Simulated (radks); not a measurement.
Values are calculated unless marked as measured or tabulated.
The nitrogen ion N2+, 5 electrons, occupied as [He] 2s2 2p1.

Level of theory: non-relativistic Kohn-Sham, PBE, spin-polarised, spherical densities, point nucleus; open shells are filled with parallel spins first (a radial shooting solver on a logarithmic mesh with Libxc functionals).

Energy parts (eV):
| part | energy |
|---|---|
| total | -1439.000 |
| kinetic | 1435.910 |
| electron-nucleus | -3218.183 |
| Hartree | 499.272 |
| exchange-correlation | -156.000 |

Orbitals (lengths in bohr, moments of r in powers of bohr; <r^-3> diverges for s and p1/2; r(max) is where P^2 peaks):
orbital,occ.,eigenvalue (eV),<r^-3>,<r^2>,r(max),<r^4>
1s up,1,-423.8583,-,0.07139,0.1485,0.01339
1s down,1,-423.0327,-,0.07112,0.1483,0.01327
2s up,1,-50.1279,-,1.606,0.9537,4.586
2s down,1,-47.7867,-,1.653,0.9605,4.899
2p up,1,-38.5328,4.763,1.573,0.8567,5.109
2p down,0,-36.1833,4.638,1.646,0.8671,5.660

The highest occupied level is 2p up at -38.533 eV. Spin moment in Bohr magnetons: 1. Virial ratio -V/T = 2.00215. Summed over all electrons, <r^2> = 4.974 bohr^2, which gives a Langevin (diamagnetic) susceptibility term of -3.94 x 10^-6 cm^3/mol. The electron density at the nucleus is 210.2 e/bohr^3. The density falls to 0.001 e/bohr^3 at r = 2.68 bohr. For comparison, the ionisation energy in NIST's Atomic Spectra Database is 47.445 eV (semi-empirical). In exact Kohn-Sham theory the highest level is minus the ionisation energy, but local and semilocal functionals leave it too shallow, through self-interaction and a potential that decays too fast; potentials with the right tail come closer.
